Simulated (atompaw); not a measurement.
**Reading a pseudo-wave (boron (B))**

Columns: radius, all-electron u(r) and pseudo u(r) of the 2p shell (level -13.36 eV) of boron in the configuration [He] 2s2 2p0; PBE, scalar-relativistic, PAW (atompaw) scheme, atompaw 4.2.0.5.

```tsv
r (bohr)	all-electron	pseudo
0.081	0.0230	0.0055
0.162	0.0765	0.0218
0.242	0.1437	0.0480
0.323	0.2170	0.0838
0.404	0.2899	0.1277
0.485	0.3592	0.1782
0.565	0.4222	0.2328
0.646	0.4794	0.2911
0.727	0.5294	0.3505
0.808	0.5725	0.4092
0.888	0.6093	0.4648
0.969	0.6408	0.5169
1.050	0.6661	0.5637
1.131	0.6854	0.6040
1.212	0.6991	0.6370
1.292	0.7075	0.6621
1.373	0.7113	0.6800
1.454	0.7107	0.6906
1.535	0.7063	0.6943
1.615	0.6986	0.6922
1.696	0.6879	0.6849
1.777	0.6748	0.6736
1.858	0.6596	0.6592
1.938	0.6428	0.6428
2.019	0.6246	0.6246
2.100	0.6052	0.6052
```

**Question.** How many radial nodes do the two functions have?

**Answer.** The all-electron 2p function has n − l − 1 = 0; the pseudo-wave has 0.

**Question.** Is the pseudo-wave norm-conserving?

**Answer.** No, it belongs to a PAW set: the norm inside the radius is not constrained, and the difference is carried by the augmentation charge.
